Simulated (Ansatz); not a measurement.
Geometry optimisation, UHF/STO-3G in Ansatz.

Input file:

```yaml
crystal:
  periodic: [false, false, false]
  atoms:
    - { symbol: C, position_ang: [-1.43302, 2.22159, -0.98776] }
    - { symbol: Si, position_ang: [-0.13741, 1.12587, -0.51521] }
    - { symbol: Si, position_ang: [1.44029, -0.07081, 0.52725] }
    - { symbol: C, position_ang: [0.53055, -1.73527, 0.89355] }
    - { symbol: H, position_ang: [-2.33022, 1.88681, -1.48881] }
    - { symbol: H, position_ang: [-1.44552, 3.27242, -0.72855] }
    - { symbol: H, position_ang: [2.3143, -0.46676, -0.64237] }
    - { symbol: H, position_ang: [1.19894, -2.40754, 1.4265] }
    - { symbol: H, position_ang: [0.2044, -2.24838, -0.00882] }
    - { symbol: H, position_ang: [-0.3423, -1.57793, 1.52422] }
magnetization:
  spin_polarized: true
basis:
  gaussian: { orbitals: STO-3G }
hamiltonian:
  xc: hf
relax:
  f_tol: 0.02
  max_steps: 40
```

Launched with:

```bash
$ ansatz run input.yaml --threads 1 --pin off --max-ram 2048MiB --backend cpu --events-out ev --progress --plain --runs-dir out
```

Q: Where does it end, and by what steps?

A: The forces met the threshold. Limits of this set-up: minimal basis. After 19 steps the energy has fallen by 1.268 eV; H6 moved furthest, 1.13 Å.

```json
{"step": "0", "energy less start (eV)": "0.0000", "largest force component (eV/Å)": "1.844", "accepted": "yes"}
{"step": "1", "energy less start (eV)": "-0.5243", "largest force component (eV/Å)": "0.837", "accepted": "yes"}
{"step": "2", "energy less start (eV)": "-0.7959", "largest force component (eV/Å)": "0.659", "accepted": "yes"}
{"step": "3", "energy less start (eV)": "-0.9998", "largest force component (eV/Å)": "0.906", "accepted": "yes"}
{"step": "4", "energy less start (eV)": "-1.1660", "largest force component (eV/Å)": "0.501", "accepted": "yes"}
{"step": "5", "energy less start (eV)": "-1.2419", "largest force component (eV/Å)": "0.248", "accepted": "yes"}
{"step": "6", "energy less start (eV)": "-1.2419", "largest force component (eV/Å)": "0.356", "accepted": "no"}
{"step": "7", "energy less start (eV)": "-1.2539", "largest force component (eV/Å)": "0.292", "accepted": "yes"}
{"step": "8", "energy less start (eV)": "-1.2608", "largest force component (eV/Å)": "0.054", "accepted": "yes"}
{"step": "9", "energy less start (eV)": "-1.2620", "largest force component (eV/Å)": "0.047", "accepted": "yes"}
{"step": "10", "energy less start (eV)": "-1.2627", "largest force component (eV/Å)": "0.066", "accepted": "yes"}
{"step": "11", "energy less start (eV)": "-1.2636", "largest force component (eV/Å)": "0.094", "accepted": "yes"}
{"step": "12", "energy less start (eV)": "-1.2644", "largest force component (eV/Å)": "0.085", "accepted": "yes"}
{"step": "13", "energy less start (eV)": "-1.2652", "largest force component (eV/Å)": "0.098", "accepted": "yes"}
{"step": "14", "energy less start (eV)": "-1.2609", "largest force component (eV/Å)": "0.220", "accepted": "no"}
{"step": "15", "energy less start (eV)": "-1.2667", "largest force component (eV/Å)": "0.029", "accepted": "yes"}
{"step": "16", "energy less start (eV)": "-1.2668", "largest force component (eV/Å)": "0.149", "accepted": "yes"}
{"step": "17", "energy less start (eV)": "-1.2673", "largest force component (eV/Å)": "0.086", "accepted": "yes"}
{"step": "18", "energy less start (eV)": "-1.2682", "largest force component (eV/Å)": "0.025", "accepted": "yes"}
{"step": "19", "energy less start (eV)": "-1.2683", "largest force component (eV/Å)": "0.009", "accepted": "yes"}
```

```xyz
10
Properties=species:S:1:pos:R:3
C -1.385 2.052 -0.886
Si -0.238 0.827 -1.394
Si 1.167 -0.059 0.050
C 0.507 -1.578 0.933
H -2.123 2.475 -1.553
H -1.396 2.503 0.098
H 2.351 -0.512 -0.617
H 1.207 -1.925 1.683
H 0.340 -2.402 0.249
H -0.431 -1.381 1.436
```

Whether the end is a true minimum wasn't checked by a vibrational analysis.

The run took 9.5 s on 1 CPU thread of a shared host.
